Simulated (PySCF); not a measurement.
Compound: C6H6NOS (charge +1).
Geometry (PBE0/def2-SV(P), Å), atoms numbered from 1 in this order:
```xyz
15
C6H6NOS angstrom
N      2.7890   -0.1531   -0.1893
C      1.5178    0.2328   -0.1297
C      0.4532   -0.7025   -0.1012
C     -0.8757   -0.3527   -0.0385
C     -1.9157   -1.4448   -0.0138
O     -3.0840   -1.1965    0.0419
C     -1.3415    0.9883    0.0053
C     -0.4895    2.0466   -0.0125
S      1.2170    1.9318   -0.0878
H      3.0274   -1.1419   -0.2170
H      3.5614    0.5092   -0.2111
H      0.7206   -1.7659   -0.1317
H     -1.5240   -2.4897   -0.0506
H     -2.4228    1.1528    0.0547
H     -0.8329    3.0871    0.0203
```

Method: PBE0/def2-SV(P) geometry optimisation, gas phase (PySCF).

Masses are those of the commonest isotopes; rigid-rotor values at the optimised geometry. The values belong to one conformer with, in the numbering `[NH2:1][c:2]1[cH:3][c:4]([CH:5]=[O:6])[cH:7][cH:8][s+:9]1`, C3–C4–C5–O6 180°.

What are A, B and C (MHz)?

Ia = 176.99, Ib = 513.79, Ic = 690.78 u·Å²; 505379 MHz·u·Å²/I gives A = 2855, B = 983.6, C = 731.6 MHz.

Classify the top.

An asymmetric top: κ = (2 × 983.6 − 2855 − 731.6)/(2855 − 731.6) = -0.76.

Is it planar, by Δ = Ic − Ia − Ib?

Planar: Δ = Ic − Ia − Ib = 0.00 u·Å². For a rigid frame Δ = −2 Σ m c², so it vanishes when all atoms lie in the ab plane; here none is more than 0.01 Å from it.

List the rotational levels J(Ka,Kc) to J = 3 (MHz).

Above 0(0,0):
J = 1: 1(0,1) 1715, 1(1,1) 3587, 1(1,0) 3839
J = 2: 2(0,2) 5122, 2(1,2) 6766, 2(1,1) 7522, 2(2,1) 13137, 2(2,0) 13161
J = 3: 3(0,3) 10174, 3(1,3) 11519, 3(1,2) 13030, 3(2,2) 18283, 3(2,1) 18400, 3(3,1) 28286, 3(3,0) 28288
Those of J = 1 are B + C, A + C and A + B.

Which lines would a microwave search look for?

The dipole components (about the centre of mass, as the species is charged) are |μa| = 5.70 D, |μb| = 2.72 D, |μc| = 0.00 D; the mirror of this Cs structure is the ab plane, so μc vanishes by symmetry and there are no c-type lines. Intensities carry the squares of the components, which stand as 1.00 : 0.23 (a : b). Some lines, for components of 0.1 D or more:

```
type  branch         J(Ka,Kc)    MHz  lower level (cm⁻¹)
   a       Q  2(1,1) ← 2(1,2)    756               0.226
   a       R  2(1,2) ← 1(1,1)   3178               0.120
   b       R  3(0,3) ← 2(1,2)   3408               0.226
   b       Q  4(1,3) ← 4(0,4)   3534               0.561
   a       R  2(1,1) ← 1(1,0)   3682               0.128
   a       R  3(1,3) ← 2(1,2)   4753               0.226
   a       R  3(2,2) ← 2(2,1)   5146               0.438
   a       R  3(1,2) ← 2(1,1)   5508               0.251
   b       Q  2(2,1) ← 2(1,2)   6372               0.226
   b       R  3(1,3) ← 2(0,2)   6397               0.171
   b       Q  3(2,2) ← 3(1,3)   6764               0.384
   a       R  4(2,3) ← 3(2,2)   6842               0.610
   a       R  4(2,2) ← 3(2,1)   7068               0.614
   b       R  4(1,4) ← 3(0,3)   7658               0.339
   b       Q  3(3,0) ← 3(2,1)   9887               0.614
   b       R  4(4,0) ← 3(3,1)  20850               0.944
```

Estimate the classical rotational partition function at 50 K, 100 K and 200 K.

Point group Cs, symmetry number σ = 1; q = (√π/σ)·√((kT/h)³/(ABC)), k/h = 20836.6 MHz/K: 41600 at 50 K, 118000 at 100 K, 333000 at 200 K.

PBE0/def2-SV(P) frequencies: not computed here. Geometry: PBE0/def2-SV(P), one conformer, isolated ion. Constants of a rigid frame at the computed geometry: no zero-point averaging, no centrifugal distortion. Quadrupole hyperfine structure (14N) is left out.
